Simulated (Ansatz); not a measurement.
Basis sets compared for the cluster Sn₂Au. The state is a doublet with charge 0. Geometry B3LYP-D4/def2-TZVP. Ansatz on 4 threads of Arm Neoverse V2 on a shared host; times are rough, and most runs start from earlier orbitals.

Cartesian coordinates in Å:
```
Au 0.139 0.543 1.465
Sn 1.122 -1.026 -0.566
Sn -1.261 0.483 -0.899
```

In the def2 sets Au, Sn take a core potential; there is no spin–orbit coupling. The structure comes from a short search, and lower isomers may exist.

Binding counts from free atoms (Au doublet, Sn triplet) in the same basis, without a counterpoise term.

```json
{"level": "PBE-D4/def2-SVP", "functions": "84", "energy (Eh)": "-564.4387", "HOMO (eV)": "-4.25", "LUMO (eV)": "-3.98", "binding per atom (eV)": "1.91", "wall time": "1.4 s"}
{"level": "PBE-D4/def2-TZVP", "functions": "140", "energy (Eh)": "-564.4593", "HOMO (eV)": "-4.27", "LUMO (eV)": "-3.99", "binding per atom (eV)": "1.95", "wall time": "2.7 s"}
{"level": "r2SCAN-D4/def2-TZVP", "functions": "140", "energy (Eh)": "-564.6260", "HOMO (eV)": "-4.43", "LUMO (eV)": "-3.78", "binding per atom (eV)": "1.87", "wall time": "8.5 s"}
{"level": "PBE0-D4/def2-SVP", "functions": "84", "energy (Eh)": "-564.3963", "HOMO (eV)": "-5.03", "LUMO (eV)": "-3.26", "binding per atom (eV)": "1.73", "wall time": "2.4 s"}
{"level": "PBE0-D4/def2-TZVP", "functions": "140", "energy (Eh)": "-564.4155", "HOMO (eV)": "-5.03", "LUMO (eV)": "-3.25", "binding per atom (eV)": "1.78", "wall time": "5.5 s"}
```

(1) Estimate the rows for PBE-D4/def2-TZVPD, r2SCAN-D4/def2-TZVPD, PBE0-D4/def2-TZVPD.

## Answers

(1) 
```csv
level,functions,energy (Eh),HOMO (eV),LUMO (eV),binding per atom (eV),wall time
PBE-D4/def2-TZVPD,155,-564.4602,-4.28,-4.01,1.95,4.6 s
r2SCAN-D4/def2-TZVPD,155,-564.6270,-4.43,-3.80,1.87,17 s
PBE0-D4/def2-TZVPD,155,-564.4163,-5.03,-3.26,1.78,10 s
```
